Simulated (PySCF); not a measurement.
# Electron correlation in As⁺ (arsenic, charge +1)

[Ar] 3d10 4s2 4p2, high-spin 3P determinant. Calculation: PySCF 2.14, in aug-cc-pwCVDZ-PP with ECP10MDF (6s5p4d1f, 48 functions); scalar relativity through the core potential. Frozen: 3s2 3p6 3d10; 4 electrons correlated.

MP2 pair energies summed by pair of shells (mhartree):

```csv
pair,energy,share (%)
4s-4p,-28.26,60.1
4s-4s,-14.05,29.9
4p-4p,-4.69,10.0
```

Total MP2 correlation energy: -47.01 mhartree.

Same-spin part -7.84 and opposite-spin part -39.17 mhartree; SCS-MP2 scales them by 1/3 and 6/5 to -49.61 mhartree.
